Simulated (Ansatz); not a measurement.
Relaxation of a periodic cell of 17 atoms, Si16B (host Si, host structure diamond, interstitial B), to a largest force component of 0.08 eV/Å in at most 25 steps.

Theory: DFT PBE, scalar-relativistic, plane waves, PAW (Ansatz). Settings: accuracy low, cutoff 420 eV, k mesh 2x2x2, fermi-dirac smearing 0.02 eV, spin collinear.

```xyz
17
Lattice="0.0000 5.4300 5.4300 5.4300 0.0000 5.4300 5.4300 5.4300 0.0000" Properties=species:S:1:pos:R:3
Si 0.000 0.000 0.000
Si 1.357 1.357 1.357
Si 2.715 2.715 0.000
Si 4.072 4.072 1.357
Si 2.715 0.000 2.715
Si 4.072 1.357 4.072
Si 5.430 2.715 2.715
Si 6.787 4.072 4.072
Si 0.000 2.715 2.715
Si 1.357 4.072 4.072
Si 2.715 5.430 2.715
Si 4.072 6.787 4.072
Si 2.715 2.715 5.430
Si 4.072 4.072 6.787
Si 5.430 5.430 5.430
Si 6.787 6.787 6.787
B 6.195 8.843 6.097
```

Problem. Where does it end, and by what steps?

Solution. The forces met the threshold. The threshold is loose, so the end isn't yet a minimum. Limits of this set-up: low accuracy level. After 3 steps the energy has fallen by 0.150 eV; B17 moved furthest, 0.07 Å.

```csv
step,energy less start (eV),largest force component (eV/Å),accepted
0,0.0000,0.561,yes
1,-0.1383,0.131,yes
2,-0.1452,0.084,yes
3,-0.1504,0.016,yes
```

```xyz
17
Lattice="0.0000 5.4300 5.4300 5.4300 0.0000 5.4300 5.4300 5.4300 0.0000" Properties=species:S:1:pos:R:3
Si 0.040 0.008 0.037
Si 1.378 1.369 1.369
Si 2.711 2.702 -0.016
Si 4.070 4.036 1.321
Si 2.708 -0.012 2.701
Si 4.058 1.342 4.056
Si 5.469 2.752 2.723
Si 6.807 4.086 4.081
Si -0.009 2.700 2.702
Si 1.322 4.035 4.064
Si 2.735 5.447 2.732
Si 4.089 6.799 4.083
Si 2.727 2.754 5.468
Si 4.090 4.088 6.800
Si 5.423 5.421 5.413
Si 6.753 6.782 6.751
B 6.123 8.833 6.112
```

Whether the end is a true minimum wasn't checked by a vibrational analysis.

Time of the run: 74 s on 1 thread of Arm Neoverse V1 (shared host), peak memory 0.69 GiB.
